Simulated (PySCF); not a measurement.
Working out the ionisation energy of Tc⁺

Tc⁺ [Kr] 4d5 5s1 (7S) → Tc²⁺ [Kr] 4d5 (6S). Calculation: PySCF 2.14, in aug-cc-pwCVDZ-PP with ECP28MDF (6s6p5d3f, 70 functions); scalar relativity through the core potential. Frozen: 4s2 4p6. Energies in hartree (1 hartree = 27.21139 eV):

| part | Tc⁺ (lower) | Tc²⁺ (upper) |
| --- | --- | --- |
| UHF | -79.645065 | -79.121563 |
| CCSD correlation | -0.086074 | -0.065108 |
| (T) | -0.001024 | -0.000450 |

**Question.** What does Hartree-Fock give?

**Answer.** (-79.121563) − (-79.645065) = 0.523502 hartree = 14.245 eV.

**Question.** What do CCSD and CCSD(T) give?

**Answer.** The CCSD correlation energies differ by 0.020966 hartree = 0.571 eV and the triples by 0.000574 hartree = 0.016 eV, so CCSD gives 14.816 eV and CCSD(T) 14.832 eV.

Reference: 15.26 eV (semi-empirical (NIST evaluation); NIST Atomic Spectra Database, ionization energies).

A double-zeta basis recovers only part of the correlation energy.

What remains against the reference includes basis incompleteness, the frozen core and higher excitations.
